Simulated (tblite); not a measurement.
**Question.** What does the GFN2-xTB structure of `C=NC(=C)S(C)(=O)=O` look like in three dimensions?

**Answer.** 
Z-matrix in Å and degrees, rows numbered from 1:
```
C 
N   1  1.2582
C   2  1.3547  1  125.70
C   3  1.3229  2  130.10  1  -122.10
S   3  1.8269  2  111.72  1    65.45
C   5  1.8165  3  103.53  2    70.86
O   5  1.4362  3  109.36  2  -173.43
O   5  1.4395  3  107.86  2   -43.82
H   1  1.0812  2  117.34  3  -173.68
H   1  1.0873  2  124.79  3     6.75
H   4  1.0744  3  118.74  2  -174.16
H   4  1.0760  3  122.55  2     8.74
H   6  1.0817  5  107.74  3    64.59
H   6  1.0828  5  107.89  3  -175.60
H   6  1.0820  5  107.64  3   -55.87
```

Of the pairs four or more bonds apart, C1···O8 is among the closest relative to their van der Waals radii: 2.87 Å, 89 % of the sum of Bondi's values. The 2 C–N bonds span 1.258 Å (C1=N2, drawn double) to 1.355 Å (N2–C3, drawn single), a spread of 0.097 Å. S5 (sulfonyl sulfur) is distorted tetrahedral (angles from 103.5° to 118.1°).

Structure optimised with GFN2-xTB, isolated species.

Point group: C1 (no symmetry element, even within 0.4 Å). Its GFN2-xTB frequencies are all real (lowest 35 cm⁻¹). One conformer, not necessarily the lowest (C1–N2–C3–C4 -122°, N2–C3–S5–C6 71°).

The numbers are calculated, not measured.
